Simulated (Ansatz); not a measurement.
Input file for Ansatz (an electronic-structure program): U-B3LYP-D3(BJ)/def2-TZVP on GeH3O3 (SMILES [OH][Ge]([OH])[OH]).

Ansatz 0.2 input:
```yaml
crystal:
  periodic: [false, false, false]
  atoms:
    - {symbol: O, position_ang: [-1.32220000, -0.87280000, -1.02640000]}
    - {symbol: Ge, position_ang: [-0.14720000, -0.20630000, 0.10000000]}
    - {symbol: O, position_ang: [0.02790000, 1.52040000, -0.15500000]}
    - {symbol: O, position_ang: [1.34000000, -1.13310000, 0.27010000]}
    - {symbol: H, position_ang: [-2.23160000, -0.62760000, -0.67180000]}
    - {symbol: H, position_ang: [0.30740000, 2.01010000, 0.65190000]}
    - {symbol: H, position_ang: [2.02580000, -0.69060000, 0.83120000]}
basis:
  gaussian:
    orbitals: def2-TZVP
hamiltonian:
  xc: b3lyp
  dispersion: d3bj
magnetization: {spin_polarized: true, initial_magnetization: 1}
relax: {f_tol: 0.004, max_steps: 120}
```

**Question.** Give the final energy of this run.

**Answer.** -2304.6825 hartree.

**Question.** How many basis functions does it have, and what does it roughly cost on one machine?

**Answer.** 159 functions; roughly 7 core-minutes.
